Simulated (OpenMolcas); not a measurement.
# Tm3+: moving or changing the point charges

Tm3+ among 6 point charges of -0.5 e arranged as an octahedron (Oh), 2.43 Å from the ion.

```yaml
Program: OpenMolcas
Method: "SS-CASPT2, IPEA 0.25 Eh, imaginary shift 0.1 Eh (closed shells correlated: 5s 5p)"
Basis: ANO-RCC-VDZP [7s6p4d2f1g]
Scalar_Hamiltonian: DKH2, point nucleus
Active_space: 12 electrons in 7 orbitals (4f)
State_averaging: 2S+1 = 3 even, 21 roots; 2S+1 = 1 even, 27 roots kept (CI in the orbitals of an earlier block)
Spin-orbit_coupling: state interaction with AMFI integrals over the reference wave functions
```

Runs around this geometry, states (labels of O, the rotations of Oh). Energies in cm-1 above the lowest state or level, χT in cm3 K/mol; under a threefold ground state the first gap can be a small split of the lowest multiplet, not the spin-orbit step.

```json
{"R (Å)": "2.43", "Ground state": "3T1", "First state of that spin": "3E 51", "First gap with spin-orbit (degeneracies)": "26 (1, 3)", "Width of lowest J": "96", "χT at 300 K": "7.136"}
{"R (Å)": "2.71", "Ground state": "3T1", "First state of that spin": "3E 43", "First gap with spin-orbit (degeneracies)": "19 (1, 3)", "Width of lowest J": "59", "χT at 300 K": "7.141"}
{"R (Å)": "2.9", "Ground state": "3T1", "First state of that spin": "3E 51", "First gap with spin-orbit (degeneracies)": "24 (1, 3)", "Width of lowest J": "65", "χT at 300 K": "7.140"}
```

Roots that are degenerate in the reference are averaged as groups; the widest CASPT2 spread within a group is 930 cm-1 (the 3-fold group of multiplicity 1 near 32400 cm-1 above the lowest state of its run, R = 2.71). Shifts and gaps below about the spread of the groups concerned are not significant. Point charges carry no covalency, so the field is a model and not that of real ligands. No measured value stands beside these numbers.
